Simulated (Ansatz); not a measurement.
`C[Si](O)(O)[SiH3]` + `CO[SiH](Cl)O[SiH3]` → `[SiH3]O[SiH](Cl)O[SiH3]` + `C[Si](C)(O)O`  (redistribution)

Gas-phase electronic energies from Ansatz, PBE0-D4/def2-TZVP geometries. CCSD(T)/CBS is the MP2 limit (def2-TZVPP, def2-QZVPP) plus CCSD(T) − MP2 in def2-TZVPP, frozen cores. DFT in def2-TZVPP. B3LYP here is the variant with VWN-RPA as its local correlation; programs differ in this. One conformer a species, not always the lowest.

`C[Si](O)(O)[SiH3]`:

Cartesian coordinates in Å:
```
C -0.588 0.454 1.548
Si 0.073 -0.506 0.091
O 1.456 -1.315 0.452
O -1.035 -1.649 -0.359
Si 0.631 0.906 -1.699
H 0.156 1.172 1.902
H -1.490 1.013 1.283
H -0.835 -0.216 2.378
H 1.371 -2.125 0.959
H -1.962 -1.432 -0.258
H 1.149 0.134 -2.860
H -0.582 1.653 -2.141
H 1.655 1.911 -1.297
```

`CO[SiH](Cl)O[SiH3]`:

Z-matrix (Å, degrees):
```
C
O 1 1.412
H 1 1.094 2 111.0
H 1 1.090 2 107.9 3 119.4
H 1 1.095 2 111.3 3 -121.5
Si 2 1.622 1 126.0 3 60.1
O 6 1.609 2 108.0 1 -173.1
Cl 6 2.054 2 109.1 1 -53.3
H 6 1.473 2 112.7 1 65.8
Si 7 1.645 6 143.5 2 47.7
H 10 1.483 7 109.5 6 -87.3
H 10 1.484 7 110.2 6 33.4
H 10 1.482 7 107.7 6 153.4
```

`[SiH3]O[SiH](Cl)O[SiH3]`:

Cartesian coordinates in Å:
```
Si 0.716 2.127 -1.046
O 0.017 0.683 -1.405
Si -0.045 -0.892 -1.064
Cl 1.863 -1.569 -0.718
O -0.937 -1.172 0.251
Si -0.930 -1.284 1.892
H 2.165 2.078 -1.359
H 0.051 3.162 -1.870
H 0.528 2.431 0.396
H -0.613 -1.616 -2.206
H -0.202 -2.507 2.310
H -0.272 -0.088 2.478
H -2.340 -1.353 2.340
```

`C[Si](C)(O)O`:

Z-matrix (Å, degrees):
```
C
Si 1 1.866
H 1 1.094 2 111.6
H 1 1.094 2 111.4 3 120.8
H 1 1.093 2 110.5 3 -119.6
C 2 1.853 1 111.8 3 60.7
O 2 1.654 1 109.0 3 -63.3
O 2 1.644 1 111.9 3 179.0
H 6 1.093 2 110.9 1 63.6
H 6 1.092 2 110.3 1 -176.7
H 6 1.093 2 111.2 1 -56.7
H 7 0.957 2 117.4 1 24.2
H 8 0.958 2 116.7 1 78.0
```

| level | ΔE (eV) | difference from CCSD(T)/CBS |
| --- | --- | --- |
| PBE-D4 | -1.98 | 0.32 |
| PBE0-D4 | -2.10 | 0.20 |
| B3LYP-D4 | -2.21 | 0.09 |
| PBE | -1.96 | 0.34 |
| r2SCAN | -2.22 | 0.08 |
| PBE0 | -2.09 | 0.21 |
| B3LYP | -2.18 | 0.12 |
| HF/def2-TZVPP | -2.40 | -0.10 |
| SCS-MP2/def2-TZVPP | -2.37 | -0.07 |
| CCSD/def2-TZVPP | -2.30 | 0.00 |
| CCSD(T)/def2-TZVPP | -2.27 | 0.03 |
| HF/def2-QZVPP | -2.43 | -0.13 |
| MP2/def2-QZVPP | -2.44 | -0.14 |
| SCS-MP2/def2-QZVPP | -2.40 | -0.10 |
| HF/CBS(def2) | -2.43 | -0.13 |
| MP2/CBS(def2) | -2.44 | -0.14 |
| CCSD(T)/CBS | -2.30 | 0 |

Largest T1 diagnostic among the species: 0.012.

From PBE to PBE0 (25 % exact exchange), in def2-TZVPP and without D4, ΔE moves by −0.12 eV.
